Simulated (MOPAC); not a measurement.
A run for MOPAC: PM6 on CdF2 (SMILES [F][Cd][F]), a point of a bond scan (R = 3.384 Å).

```
PM6 1SCF PRECISE CHARGE=0 THREADS=1
CdF2

Cd     0.00000000 1     0.00000000 1     0.00000000 1
F     -0.00000000 1    -0.00000000 1    -3.38361285 1
F      0.00000000 1     0.00000000 1     1.93349306 1
```

It printed:

```
*******************************************************************************
 **                                                                           **
 **                              MOPAC v23.2.5                                **
 **                                                                           **
 *******************************************************************************
 ** MOPAC's Digital Object Identifier: https://doi.org/10.5281/zenodo.6511958 **
 **                                                                           **
 ** Please cite the open-source release paper for use of this MOPAC version:  **
 ** J. E. Moussa and J. J. P. Stewart (2026)                                  **
 ** MOPAC: An open-source semiempirical molecular orbital program             **
 ** J. Open Source Softw., 11(119), 8025, https://doi.org/10.21105/joss.08025 **
 *******************************************************************************

                              PM6 CALCULATION RESULTS

 *******************************************************************************
 *  PM6        - The PM6 Hamiltonian to be used
 *
 *
 *
 *                 CHARGE ON SYSTEM = 0
 *
 *
 *
 *  PRECISE    - TIGHTER CRITERIA TO BE USED
 *  1SCF       - DO 1 SCF AND THEN STOP
 *  THREADS=1  - MULTI-THREADING NOT USED
 *  T=         - A TIME OF 172800.0 SECONDS REQUESTED
 *  DUMP=N     - RESTART FILE WRITTEN EVERY 7200.0 SECONDS REQUESTED
 *******************************************************************************
PM6 1SCF PRECISE CHARGE=0 THREADS=1
 CdF2

   ATOM   CHEMICAL          X               Y               Z
  NUMBER   SYMBOL      (ANGSTROMS)     (ANGSTROMS)     (ANGSTROMS)

     1      Cd          0.00000000  *   0.00000000  *   0.00000000  *
     2       F         -0.00000000  *  -0.00000000  *  -3.38361285  *
     3       F          0.00000000  *   0.00000000  *   1.93349306  *



          CARTESIAN COORDINATES

    NO.       ATOM           X           Y           Z

     1        Cd          0.0000      0.0000      0.0000
     2         F         -0.0000     -0.0000     -3.3836
     3         F          0.0000      0.0000      1.9335

 General Reference for PM6:
 "Optimization of Parameters for Semiempirical Methods V: Modification of NDDO Approximations
 and Application to 70 Elements", J. J. P. Stewart, J. Mol. Mod., 13, 1173-1213 (2007)
 URL: https://link.springer.com/article/10.1007/s00894-007-0233-4

           Empirical Formula: Cd F2  =     3 atoms



      MOLECULAR POINT GROUP   :   C*v


      RHF CALCULATION, NO. OF DOUBLY OCCUPIED LEVELS = 8


 -------------------------------------------------------------------------------
 PM6 1SCF PRECISE CHARGE=0 THREADS=1
 CdF2



     1SCF WAS SPECIFIED, SO BFGS WAS NOT USED
     SCF FIELD WAS ACHIEVED


                              PM6 CALCULATION
                                                       MOPAC v23.2.5 Linux




          FINAL HEAT OF FORMATION =         -5.59354 KCAL/MOL =     -23.40336 KJ/MOL


          COSMO AREA              =         92.67 SQUARE ANGSTROMS
          COSMO VOLUME            =         66.03 CUBIC ANGSTROMS

          IONIZATION POTENTIAL    =          9.554557 EV
          HOMO LUMO ENERGIES (EV) =         -9.555 -3.796
          NO. OF FILLED LEVELS    =          8
          MOLECULAR WEIGHT        =        150.4068         POINT GROUP:  C*v

          MOLECULAR DIMENSIONS (Angstroms)

            Atom       Atom       Distance
            F     3    F     2     5.31711
            F     3    F     2     0.00000
           Cd     1    F     2     0.00000


          SCF CALCULATIONS        =          1





   ATOM   CHEMICAL          X               Y               Z
  NUMBER   SYMBOL      (ANGSTROMS)     (ANGSTROMS)     (ANGSTROMS)

     1      Cd          0.00000000  *   0.00000000  *   0.00000000  *
     2       F         -0.00000000  *  -0.00000000  *  -3.38361285  *
     3       F          0.00000000  *   0.00000000  *   1.93349306  *

                             CARTESIAN COORDINATES

   1   Cd        0.000000000     0.000000000     0.000000000
   2    F       -0.000000000    -0.000000000    -3.383612850
   3    F        0.000000000     0.000000000     1.933493060


           Empirical Formula: Cd F2  =     3 atoms



      MOLECULAR POINT GROUP   :   C*v


                  EIGENVALUES
 -36.12418 -35.01228 -13.20998 -13.20998 -12.93261 -12.10671 -12.10671  -9.55456
  -3.79590   0.96099   0.96099   3.67720


              NET ATOMIC CHARGES AND DIPOLE CONTRIBUTIONS

  ATOM NO.   TYPE          CHARGE      No. of ELECS.   s-Pop       p-Pop
    1         Cd           1.229240        0.7708     0.53104     0.23972
    2          F          -0.566839        7.5668     1.99890     5.56794
    3          F          -0.662401        7.6624     1.95384     5.70856
 DIPOLE           X         Y         Z       TOTAL
 POINT-CHG.     0.000     0.000     3.061     3.061
 HYBRID        -0.000     0.000    -0.301     0.301
 SUM           -0.000     0.000     2.759     2.759


          ATOMIC ORBITAL ELECTRON POPULATIONS

     Atom    s        px        py        pz
    1 Cd   0.53104   0.02230   0.02230   0.19513
    2  F   1.99890   1.99996   1.99996   1.56802
    3  F   1.95384   1.97774   1.97774   1.75308

 **********************
 *                    *
 * JOB ENDED NORMALLY *
 *                    *
 **********************




 == MOPAC DONE ==
```

The run finished.

Cost: roughly 0.03 core-seconds.
